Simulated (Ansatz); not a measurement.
This geometry of H2O + H6OSi2 (12 atoms, charge 0, multiplicity 1) is a first-order saddle point.

Computed with Ansatz, RKS revPBE-D4/def2-SVP.

```xyz
12
Properties=species:S:1:pos:R:3
Si 0.012 -0.411 -0.046
O -0.184 -0.491 1.932
Si -1.364 -0.062 3.046
H -2.702 0.049 2.362
H -1.441 -1.123 4.113
H -1.042 1.257 3.699
H 0.677 0.929 -0.046
H -1.498 -0.385 -0.134
H 0.322 -0.991 -1.426
O 1.218 -1.700 0.706
H 1.097 -2.607 0.367
H 0.664 -1.418 1.669
```

Question: Which two structures does it join? (They come from a converged band through this point; their orientation in space is the band's.)

Answer: Bonds broken: Si1–O2, O10–H12. Bonds formed: Si1–O10, O2–H12. H2O + H6OSi2 becomes H4OSi + H4OSi.

First end point:

```xyz
12
Properties=species:S:1:pos:R:3
Si -0.142 0.180 0.109
O -0.323 -0.401 1.698
Si -1.456 -0.250 2.938
H -2.527 -1.299 2.790
H -0.737 -0.456 4.240
H -2.093 1.114 2.909
H 1.283 0.562 -0.132
H -1.012 1.408 -0.008
H -0.633 -0.831 -0.885
O 1.500 -2.260 0.687
H 0.806 -2.899 0.435
H 1.093 -1.822 1.463
```

Last end point:

```xyz
12
Properties=species:S:1:pos:R:3
Si 0.204 -0.477 -0.665
O 0.264 0.068 2.715
Si -1.248 -0.281 3.356
H -2.292 -0.498 2.281
H -1.246 -1.526 4.217
H -1.652 0.894 4.198
H 1.171 0.658 -0.544
H -1.211 -0.004 -0.479
H 0.324 -1.133 -2.016
O 0.662 -1.587 0.553
H 0.194 -2.441 0.533
H 0.589 -0.626 2.094
```

Question: How far does it lie above each of them?

Answer: 0.99 eV above the first and 0.93 eV above the second. This is the barrier of this one path; another mechanism may lie lower. The orbitals stay closed-shell, which can raise the energy where a bond breaks towards radicals; this wasn't checked here.

Time of the run: 8.3 min on 2 threads of Intel(R) Xeon(R) Processor @ 2.50GHz (Skylake/Cascade Lake) (shared host), peak memory 0.15 GiB.
